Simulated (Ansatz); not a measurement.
Basis-set extrapolation for C3H6Si (`[SiH3]C1=CC1`) (PBE0-D4/def2-TZVP geometry, frozen core, the Gaussian-basis code of Ansatz). Multiplicity 1, RHF reference.

```json
{"": "HF", "def2-TZVPP": "-405.988271", "def2-QZVPP": "-406.002393"}
{"": "MP2 correlation", "def2-TZVPP": "-0.606996", "def2-QZVPP": "-0.646364"}
{"": "CCSD(T) correlation", "def2-TZVPP": "-0.675777", "def2-QZVPP": "not run"}
```

Energies in hartree. Use E(X) = E(∞) + A·exp(−7.88·√X) for Hartree–Fock and E(X) = E(∞) + B·X^(−2.97) for correlation, with X = 3 and 4, and add CCSD(T) minus MP2 of the smaller set to the MP2 limit.

Problem. What is the CCSD(T) energy at the basis-set limit?

Solution. HF limit: -406.002393 + (-0.014122) × 0.13774 = -406.00434. MP2 limit: -0.646364 + (-0.039368) × 0.74074 = -0.67553. Higher-order term: -0.675777 − (-0.606996) = -0.06878. Total: -406.74865 hartree, 222.1 kJ/mol below CCSD(T)/def2-TZVPP.
